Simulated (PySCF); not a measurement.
Choosing a molecule for a target property.

All species are isolated and taken at one optimised geometry, non-relativistic unless stated; the electronic structure was computed with PySCF and density fitting.

The conformers computed, where there is a choice (atom-mapped SMILES and torsion angles):
- `[CH3:1][CH2:2][P:3](=[O:4])([CH2:5][CH3:6])[CH2:7][c:8]1[cH:9][cH:10][cH:11][cH:12][cH:13]1`: C1–C2–P3–O4 47°, C2–P3–C5–C6 -76°, C2–P3–C7–C8 -58°, P3–C7–C8–C9 -90°

The conformers of `C[C@@H]1CC[O+]([GaH3-])C1` aren't listed.

Question: Wanted: HOMO energy above -11 eV (wB97X-D/def2-SVPD) and lowest singlet excitation above 6.4 eV (TDDFT wB97X-D/def2-SVPD), at PBE0-D3(BJ)/def2-SVP geometries. Which candidate meets both?
A. `C#C[SiH3]`
B. `c1ccc(CP(CC)(CC)=O)cc1`
C. `C[C@@H]1CC[O+]([GaH3-])C1`
D. `[F][Ga]([Cl])[Cl]`

Answer: C. Computed values:
```
                  species  HOMO energy  lowest singlet excitation
        [F][Ga]([Cl])[Cl]    -11.75 eV                    6.32 eV
                C#C[SiH3]    -10.17 eV                    6.03 eV
C[C@@H]1CC[O+]([GaH3-])C1     -9.29 eV                    6.51 eV
   c1ccc(CP(CC)(CC)=O)cc1     -8.73 eV                    5.33 eV
```
